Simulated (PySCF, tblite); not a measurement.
Isomers of C6H9FN (doublet state). Level: GFN2-xTB in tblite, geometry and Hessian alike; calculated harmonic values, unscaled, isolated species. The method is semi-empirical: single wavenumbers can be off by several per cent or more. One conformer each. Open shells enter through the occupations alone, without spin polarisation, and single modes of such species can be off by tens of per cent.

Electronic energies: B3LYP/pcH-1 single points on the GFN2-xTB geometries (PySCF, gas phase).

| SMILES | electronic energy, lowest = 0 (kcal/mol) |
| --- | --- |
| C=C1C[C@@H]([NH])[C@@]1(C)F | 41.5 |
| C[C@@]1([NH])[C@H](F)C12CC2 | 56.7 |
| C[C@@H]1CC=C(F)[C]1N | 0.0 |
| CC/N=C1/[CH]C[C@H]1F | 28.0 |
| C=C1C[C](N)[C@]1(C)F | 29.5 |

How do GFN2-xTB zero-point energies change the relative energies?

| SMILES | ZPE (kcal/mol) | of it from modes above 1550 cm⁻¹ | electronic (kcal/mol) | with ZPE, lowest = 0 (kcal/mol) | lowest mode (cm⁻¹) | rings |
| --- | --- | --- | --- | --- | --- | --- |
| C[C@@H]1CC=C(F)[C]1N | 86.1 | 42.2 | 0.0 | 0.0 | 62 | 1 |
| CC/N=C1/[CH]C[C@H]1F | 84.8 | 40.7 | 28.0 | 26.7 | 32 | 1 |
| C=C1C[C](N)[C@]1(C)F | 84.3 | 42.5 | 29.5 | 27.7 | 42 | 1 |
| C=C1C[C@@H]([NH])[C@@]1(C)F | 84.2 | 42.0 | 41.5 | 39.6 | 38 | 1 |
| C[C@@]1([NH])[C@H](F)C12CC2 | 84.8 | 42.0 | 56.7 | 55.3 | 133 | 2 |

The zero-point energies span 1.9 kcal/mol, from `C=C1C[C@@H]([NH])[C@@]1(C)F` to `C[C@@H]1CC=C(F)[C]1N`. The order is unchanged.

And how do the electronic energies of GFN2-xTB itself compare?

`C[C@@H]1CC=C(F)[C]1N` 0.0; `CC/N=C1/[CH]C[C@H]1F` 22.7; `C=C1C[C](N)[C@]1(C)F` 33.9; `C=C1C[C@@H]([NH])[C@@]1(C)F` 43.7; `C[C@@]1([NH])[C@H](F)C12CC2` 47.1 kcal/mol, lowest = 0. Against the energies above, taken from the same isomer `C[C@@H]1CC=C(F)[C]1N`, the largest difference is 9.6 kcal/mol.

What do entropy and thermal enthalpy add at 298.15 K and 1 bar (rigid rotor, harmonic oscillator, one conformer each)?

```
                     SMILES  point group  symmetry number  S (cal/(mol K))  H − H(0) (kcal/mol)  ZPE + H − H(0) − TS (kcal/mol)
       C[C@@H]1CC=C(F)[C]1N           C1                1             89.7                 5.86                            65.3
       CC/N=C1/[CH]C[C@H]1F           C1                1             93.9                 6.05                            62.9
       C=C1C[C](N)[C@]1(C)F           C1                1             93.5                 6.31                            62.8
C=C1C[C@@H]([NH])[C@@]1(C)F           C1                1             92.1                 6.12                            62.9
C[C@@]1([NH])[C@H](F)C12CC2           C1                1             90.1                 5.99                            63.9
```

S holds R ln(2S + 1) for the spin.
